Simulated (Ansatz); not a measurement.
Basis-set extrapolation for C$_{10}$H$_{10}$O$_{2}$, SMILES `CC(=O)CC(=O)c1ccccc1` (PBE0-D4/def2-TZVP geometry, frozen core, Ansatz). Multiplicity 1, RHF reference.

```
                      def2-TZVPP   def2-QZVPP
                 HF  -534.440686  -534.463321
    MP2 correlation    -2.042475    -2.179691
CCSD(T) correlation    -2.186779      not run
```

Energies in hartree. Use E(X) = E(∞) + A·exp(−7.88·√X) for Hartree–Fock and E(X) = E(∞) + B·X^(−2.97) for correlation, with X = 3 and 4, and add CCSD(T) minus MP2 of the smaller set to the MP2 limit.

Q: What is the CCSD(T) energy at the basis-set limit?

A: HF limit: -534.463321 + (-0.022635) × 0.13774 = -534.46644. MP2 limit: -2.179691 + (-0.137216) × 0.74074 = -2.28133. Higher-order term: -2.186779 − (-2.042475) = -0.14430. Total: -536.89207 hartree, 166.0 kcal/mol below CCSD(T)/def2-TZVPP.
